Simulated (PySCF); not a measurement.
**Correlation energy of N⁺ (nitrogen, charge +1)**

[He] 2s2 2p2, high-spin 3P determinant. Calculation: PySCF 2.14, in dyall-av3z (15s9p3d2f, 71 functions); the non-relativistic Hamiltonian (point nucleus). Frozen: 1s2; 4 electrons correlated; the 14 highest virtual orbitals of each spin left out.

MP2 pair energies summed by pair of shells (mhartree):

```json
{"pair": "2s-2p", "energy": "-45.66", "share (%)": "61.1"}
{"pair": "2s-2s", "energy": "-21.52", "share (%)": "28.8"}
{"pair": "2p-2p", "energy": "-7.52", "share (%)": "10.1"}
```

Total MP2 correlation energy: -74.70 mhartree.

Same-spin part -13.41 and opposite-spin part -61.29 mhartree; SCS-MP2 scales them by 1/3 and 6/5 to -78.02 mhartree.
